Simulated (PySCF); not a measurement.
C5H5F3N2.
Atom-mapped SMILES: `[F:1][C:2]([F:3])([F:4])[CH2:5][c:6]1[n:7][cH:8][cH:9][nH:10]1`

NICS = −σ at a ghost point: NICS(0) at the centroid of the ring atoms, NICS(1) 1 Å to either side along the normal of their mean plane, zz for the tensor component along that normal. Level: GIAO PBE0/pcSseg-1 (PySCF, non-relativistic, gas phase) on the PBE0-D3(BJ)/def2-SVP geometry, one conformer.

Ring bond lengths (Å), with Mayer bond orders in brackets: C6–N7 1.312 (1.59), N7–C8 1.366 (1.35), C8–C9 1.374 (1.56), C9–N10 1.370 (1.14), N10–C6 1.362 (1.14).

**Question.** What do the NICS probes read (ppm)?

**Answer.** 
```tsv
ring	type	NICS(0)	NICS(1), two faces	NICS(1)zz, two faces	rms pucker (Å)	centre to ring atoms, mean (Å)
C6–N7–C8–C9–N10	5-membered ring with 2 N; formal bonds all aromatic	-13.2	-11.2 / -11.3	-30.1 / -30.6	0.00	1.15
```

**Question.** What do they say, and how far can they be read as aromaticity?

**Answer.** 
- C6–N7–C8–C9–N10: mean NICS(1)zz -30.4 ppm, shielded. The ring is flat and has no four-coordinate atom; by the NICS criterion it is aromatic.

**Question.** How equal are the bonds by HOMA? HOMA = 1 − mean of α(R − Ropt)² over the ring bonds, with Krygowski's 1993 parameters (CC: Ropt 1.388 Å, α 257.7 Å⁻²; CN: Ropt 1.334 Å, α 93.52 Å⁻²).

**Answer.** 
- C6–N7–C8–C9–N10: HOMA 0.92; the largest term is that of C9–N10, α(R − Ropt)² = 0.12. The geometric and the magnetic index point the same way.

**Question.** List the ring angles and the Hirshfeld charges of the ring atoms.

**Answer.** 
- C6–N7–C8–C9–N10: C6 111.3° (+0.079 e), N7 105.8° (-0.209 e), C8 110.4° (-0.044 e), C9 105.1° (-0.037 e), N10 107.4° (-0.070 e); sum 540.0° against 540° for a flat convex ring.

**Question.** What are the shieldings of the ring atoms and their hydrogens in the same run (means over atoms taken as equivalent)?

**Answer.** 
| atoms | environment | σ isotropic (ppm) |
| --- | --- | --- |
| C6 | substituted aromatic carbon | 46.4 |
| N7 | pyridine-type nitrogen | -41.7 |
| C8 | aromatic CH next to a ring nitrogen | 49.6 |
| C9 | aromatic CH next to a ring nitrogen | 63.9 |
| N10 | pyrrole-type nitrogen | 84.1 |
| H on C8 | aromatic hydrogen | 24.14 |
| H on C9 | aromatic hydrogen | 24.29 |
| H on N10 | N–H hydrogen | 22.79 |

**Question.** How do the values depend on the level or the medium?

**Answer.** 
```json
{"level": "PBE0/pcSseg-1, gas", "NICS(0), C6–N7–C8–C9–N10": "-13.2", "mean NICS(1)zz, C6–N7–C8–C9–N10": "-30.4"}
{"level": "mPW1PW91/pcSseg-1, gas", "NICS(0), C6–N7–C8–C9–N10": "-13.2", "mean NICS(1)zz, C6–N7–C8–C9–N10": "-30.3"}
```

The geometry is the same throughout.

On one thread of an Arm Neoverse V2, no GPU, shared host, this took 23 s wall. This is the whole shielding run at PBE0/pcSseg-1, SCF included.

Conformer computed: `[F:1][C:2]([F:3])([F:4])[CH2:5][c:6]1[n:7][cH:8][cH:9][nH:10]1`: F1–C2–C5–C6 179°, C2–C5–C6–N7 -130°.
